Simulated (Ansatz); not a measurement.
Cost and result for the atomization energy of C$_{3}$H$_{6}$FNSi (`C[Si](C)(F)C#N`) (12 atoms, 11 bonds).

```xyz
12

C    -1.612   -0.298    0.307
Si   -0.006    0.459   -0.196
C     1.281   -0.725   -0.784
F    -0.264    1.569   -1.314
C     0.682    1.382    1.266
N     1.110    1.908    2.197
H    -2.061   -0.838   -0.530
H    -2.314    0.469    0.641
H    -1.462   -1.003    1.129
H     2.196   -0.198   -1.060
H     0.924   -1.278   -1.657
H     1.526   -1.445    0.001
```

Charge 0, multiplicity 1. Geometry: relaxed with PBE0-D4/def2-TZVP. Program: Ansatz. All runs use 4 threads of an Arm Neoverse V1 on a shared host. Times are those of one run each, without the atoms' runs, and a repeat can differ threefold. Electronic energies, without spin–orbit coupling; frozen cores. CCSD(T)/CBS adds CCSD(T) − MP2 in def2-TZVPP to the MP2 limit, and its time is that of the two runs behind it. T1 = 0.012.

CCSD(T)/CBS is a level of theory with its own doubt, some kJ/mol a heavy atom from the limit and from the frozen cores, so smaller differences don't rank the functionals.

| level | functions | wall time | atomization (kJ/mol) | difference from CCSD(T)/CBS | per bond |
| --- | --- | --- | --- | --- | --- |
| LDA (SPW92)/def2-TZVPP | 281 | 1.5 s | 5716.0 | 674.5 | 61.3 |
| BLYP-D4/def2-TZVPP | 281 | 2.6 s | 5046.9 | 5.4 | 0.5 |
| PBE0-D4/def2-TZVPP | 281 | 3.6 s | 5042.4 | 0.9 | 0.1 |
| CAM-B3LYP-D4/def2-TZVPP | 281 | 4.5 s | 5061.0 | 19.5 | 1.8 |
| r2SCAN-D4/def2-TZVPP (with forces) | 281 | 5.5 s | 5040.6 | -0.9 | -0.1 |
| r2SCANh-D4/def2-TZVPP | 281 | 6.5 s | 5004.8 | -36.7 | -3.3 |
| B2PLYP/def2-TZVPP | 281 | 7.5 s | 5003.4 | -38.1 | -3.5 |
| PBE-QIDH/def2-TZVPP | 281 | 7.5 s | 5009.9 | -31.6 | -2.9 |
| ωB97X-V/def2-TZVPP | 281 | 9.5 s | 5051.3 | 9.8 | 0.9 |
| CCSD(T)/def2-SVP | 118 | 10 s | 4754.1 | -287.4 | -26.1 |
| MP2/def2-QZVPP | 535 | 32 s | 5102.1 | 60.6 | 5.5 |
| CCSD(T)/def2-TZVPP | 281 | 5.4 min | 4911.3 | -130.2 | -11.8 |
| CCSD(T)/CBS(def2) | – | 5.9 min | 5041.5 | 0.0 | 0.0 |

At CCSD(T), def2-SVP lies −287.4 kJ/mol from the extrapolated value and def2-TZVPP −130.2 kJ/mol: correlation converges slowly with the basis, and small sets miss more of it in the bonded molecule than in its fragments. Leaving LDA and LC-ωPBE aside and taking each functional with its dispersion term where it has one, the values, not all of them listed here, spread over 260.0 kJ/mol, from BHLYP-D4 to PBE-D4. LDA lies +596.1 kJ/mol from PBE without D4, its usual overbinding. From BLYP to BHLYP (50 % exact exchange), in def2-TZVPP and without D4, the atomization energy moves by −138.2 kJ/mol: exact exchange takes away binding that semilocal exchange gives to molecules.
